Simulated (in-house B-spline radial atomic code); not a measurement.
How numerical settings move a run on Se II (Se+), [Ar] 3d10 4s2 4p3. Computed with an all-electron radial atomic-structure program (B-spline basis): Dirac-Kohn-Sham PBE, spherical fractional occupations, Fermi nucleus of rms radius 4.14 fm.

Command:
```bash
python run_scf.py task.json out
```
Settings of the sound reference run:
```
Z                34
electrons        33
configuration    [Ar] 3d10 4s2 4p3
hamiltonian      dirac
method           pbe,pbe
spin_polarised   False
nucleus          fermi
rms_radius       4.14
mass_number      80
atomic_mass      79.91652
speed_of_light   137.036
knot_spacing     0.22
spline_order     8
gauss_points     12
box_radius       35.29
max_iterations   70
damping          0.5
damped_steps     3
diis_vectors     10
tolerance        1e-08
start            Thomas-Fermi
```

Time taken, with all properties: 2.2 s on 1 thread of Intel(R) Xeon(R) Platinum 8259CL CPU @ 2.50GHz, with other jobs on the host.

It converges in 9 iterations to -2429.694701 hartree, with 4p3/2 at -15.2613 eV. The other runs change the listed settings, some to values that make no sense; their results aren't properties of the atom or ion. Radii are in bohr (the nuclear one in fm), a minus after a letter asks for a j subshell, and «unchanged» means within 1e-8 hartree. The run stops when the residual is below 10 × tolerance × max(1, Z/10), or a noise floor if that is larger, and the energy moves by less than 1e-8 × √|E| hartree; so very loose and very tight tolerances often act alike.

```tsv
changed settings	outcome
spline_order = 4, max_iterations = 50, diis_vectors = 4, start = bare nucleus	converged in 11 iterations, energy +8.94e-04 hartree from the reference, 4p3/2 level -5.3e-05 eV
box_radius = 5.29	converged in 9 iterations, energy +1.64e-02 hartree from the reference, 4p3/2 level +5.0e-01 eV (the program warns: 4p3/2 reaches the box edge; 4s1/2 reaches the box edge)
box_radius = 3.53	converged in 9 iterations, energy +3.77e-01 hartree from the reference, 4p3/2 level +5.9e+00 eV (the program warns: 4p3/2 reaches the box edge; 3d3/2 reaches the box edge)
method = revtpss,revtpss	stopped with error: meta-GGAs are not served with the Dirac Hamiltonian
box_radius = 7.06	converged in 9 iterations, energy +6.74e-04 hartree from the reference, 4p3/2 level +3.5e-02 eV (the program warns: 4p3/2 reaches the box edge; 4s1/2 reaches the box edge)
box_radius = 1.41	converged in 8 iterations, energy +3.37e+01 hartree from the reference, 4p3/2 level +2.1e+02 eV (the program warns: 4p3/2 has a positive eigenvalue: unbound, held by the box; 3d3/2 has a positive eigenvalue: unbound, held by the box)
box_radius = 2.12	converged in 9 iterations, energy +5.76e+00 hartree from the reference, 4p3/2 level +5.0e+01 eV (the program warns: 4p3/2 has a positive eigenvalue: unbound, held by the box; 4s1/2 has a positive eigenvalue: unbound, held by the box)
box_radius = 141.16, first_knot = 0.000294, max_iterations = 50, diis_vectors = 0, start = bare nucleus	converged in 22 iterations, energy +2.29e-04 hartree from the reference, 4p3/2 level -1.2e-05 eV
electrons = 36, configuration = [Ar] 3d10 4s2 4p3 5s3, max_iterations = 100	stopped with error: shell 5s holds at most 2 electrons
box_radius = 10.59	converged in 9 iterations, energy +7.94e-07 hartree from the reference, 4p3/2 level +8.1e-05 eV (the program warns: 4p3/2 reaches the box edge; 4p1/2 reaches the box edge)
spline_order = 5, first_knot = 0.0882, max_iterations = 50, diis_vectors = 20	converged in 9 iterations, energy +5.57e+01 hartree from the reference, 4p3/2 level +1.8e+00 eV
gauss_points = 3	converged in 9 iterations, energy +1.01e-04 hartree from the reference, 4p3/2 level +6.9e-06 eV
```

(1) What happens with gauss_points = 4?

(2) What happens with gauss_points = 4, max_iterations = 50, damping = 0.8, diis_vectors = 1, tolerance = 0.0001?

(3) What happens with electrons = 34, configuration = [Ar] 3d10 4s2 4p3 5s-1, max_iterations = 50?

(4) What happens with box_radius = 141.16?

Results:

(1) Converged in 9 iterations, energy -7.93e-08 hartree from the reference, 4p3/2 level +3.0e-07 eV.

(2) Not converged after 50 iterations, last residual 1.9e+00, last energy +5.70e+01 hartree from the reference.

(3) Stopped with error: j subshells need the Dirac Hamiltonian and l > 0.

(4) Converged in 9 iterations, energy unchanged.
